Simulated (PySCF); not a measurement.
## Electron correlation in Os+ (osmium, charge +1)

[Xe] 4f14 5d5 6s1 6p1, high-spin 8P determinant (an excited configuration). Calculation: PySCF 2.14, in def2-QZVPPD with the def2 core potential (60 electrons); a scalar-relativistic core potential. Frozen: nothing; 15 electrons correlated.

MP2 pair energies summed by pair of shells (mhartree):

| pair | energy | share (%) |
| --- | --- | --- |
| 5p-5d | -140.64 | 37.8 |
| 5p-5p | -74.21 | 19.9 |
| 5d-5d | -54.25 | 14.6 |
| 5s-5p | -28.24 | 7.6 |
| 5d-6s | -17.95 | 4.8 |
| 5s-5d | -16.61 | 4.5 |
| 5p-6s | -14.18 | 3.8 |
| 5d-6p | -11.84 | 3.2 |
| 5p-6p | -6.37 | 1.7 |
| 5s-5s | -4.50 | 1.2 |
| 6s-6p | -1.88 | 0.5 |
| 5s-6s | -0.90 | 0.2 |
| 5s-6p | -0.54 | 0.1 |

Total MP2 correlation energy: -372.09 mhartree.

Same-spin part -146.29 and opposite-spin part -225.80 mhartree; SCS-MP2 scales them by 1/3 and 6/5 to -319.72 mhartree.

The basis has no tight functions for the innermost shells, so their pair energies are far from complete.

This basis was not built for core-valence correlation, so the inner-shell part is incomplete.
